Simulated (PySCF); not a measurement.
**How methods differ on the fine-structure interval of Nb⁴⁺**

Nb⁴⁺ [Kr] 4d1 [4d3/2^1, M_J = 3/2] → Nb⁴⁺ [Kr] 4d1 [4d5/2^1, M_J = 5/2], as a difference of total energies. All numbers are calculated (PySCF 2.14, the two-component X2C-1e Hamiltonian, in x2c-TZVPall-2c (8s9p7d1f, 77 functions)). Correlated levels: [Ar] 3d10 frozen; the 6 highest virtual spinors dropped. "Screened" scales the spin-orbit matrix elements by Boettger's factors to mimic the two-electron term; Breit and QED terms are absent.

```csv
method,fine-structure interval (cm⁻¹)
GHF (screened spin-orbit),1979.9
GMP2 (screened spin-orbit),1881.3
GHF (bare spin-orbit),2648.6
```
